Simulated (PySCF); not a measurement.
## From computed data to an observable: refractive index and permittivity of the vapour

Si(F)(H)2(SH) (FH₃SSi), SMILES F[SiH2]S.

Geometry: B3LYP-D3(BJ)/def2-TZVP. The values are those of a single conformer.

ωB97X/def2-TZVPD run with PySCF gives a mean static polarisability of 47.8 bohr³ and a dipole moment of 1.26 D. Take an ideal gas at 298.15 K and 1 bar, whether or not the substance is that volatile.

**Question.** Work out n − 1 in the optical limit and the static ε − 1.

**Answer.** 
Polarisability volume α' = 47.8 × 0.148185 = 7.08 Å³. Number density N = p/kT = 2.43e-5 Å⁻³.
Dilute limit of Lorentz–Lorenz: n − 1 = 2π N α' = 0.0011.
Orientation term of Debye: μ²/(3kT) = 8.098 Å³ × μ²(D²) = 12.86 Å³.
ε − 1 = 4π N (α' + μ²/3kT) = 0.0061. Orientation of the dipole supplies 64 % of the static response; it can't follow optical fields. Vibrational polarisation and dispersion are left out.
